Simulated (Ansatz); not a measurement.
C₂H₉AlSi₂, relaxed with RKS PBE-D4/def2-SVP in Ansatz 0.2.0 from a rough embedded geometry. The force threshold is 0.03 eV/Å; the program also tests the step.

Charge 0, multiplicity 1. The bonds changed during the relaxation, so this is another structure than the one it started from.

Start:

```xyz
14

Si    0.881   -1.578   -1.584
Si    0.842    0.395   -0.692
C     0.030    0.277    0.970
C    -1.558    0.313    0.969
Al   -0.802    2.023    1.554
H    -0.519   -2.141   -1.734
H     1.609   -2.532   -0.704
H     1.480   -1.565   -2.905
H     0.091    1.296   -1.528
H     2.222    0.889   -0.511
H     0.494   -0.345    1.788
H    -1.973    0.261   -0.039
H    -1.957   -0.430    1.720
H    -0.839    3.136    2.696
```

(1) By how much does the energy fall, and how many steps does the optimiser take? (Best estimate.)

(2) Which bonds change most? (Estimate.)

(3) Give the relaxed structure. (An estimate is asked.)

Answers

(1) Computed: 32.01 kcal/mol, in 50 steps, 4 of them rejected.

(2) Ansatz gave: Al5–H9 from 3.290 to 1.597 Å; Si2–Al5 from 3.225 to 2.452 Å; C3–Al5 from 2.020 to 2.329 Å; C3–C4 from 1.589 to 1.379 Å.

(3) Ansatz gave: 
```xyz
14

Si    0.904   -1.377   -1.778
Si    1.255    0.207   -0.089
C     0.037   -0.048    1.342
C    -1.331   -0.201    1.250
Al   -0.503    1.895    0.176
H    -0.579   -1.631   -1.858
H     1.604   -2.682   -1.494
H     1.376   -0.861   -3.111
H    -1.625    1.734   -0.949
H     2.643    0.269    0.481
H     0.422    0.264    2.335
H    -1.816   -0.554    0.324
H    -1.983   -0.096    2.134
H    -0.404    3.081    1.237
```
